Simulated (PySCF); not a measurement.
Al(OH)2(NH2) (AlH4NO2), SMILES [NH2][Al]([OH])[OH]. Coordinates come from a B3LYP-D3(BJ)/def2-SVP optimisation. The values are those of a single conformer.

### Question
Give the equilibrium geometry at B3LYP-D3(BJ)/def2-SVP (PySCF confirms it by a frequency run) as a Z-matrix, and its point group. (The exact figures need the calculation; the answer reports its results.)

### Answer
This is not unique; one that fits is point group Cs.
```
Al
O 1 1.7022
H 2 0.9607 1 123.28
O 1 1.7043 2 118.67 3 0.00
H 4 0.9597 1 127.16 2 180.00
N 1 1.7667 2 117.41 3 180.00
H 6 1.0138 1 126.64 2 180.00
H 6 1.0151 7 110.11 1 180.00
```
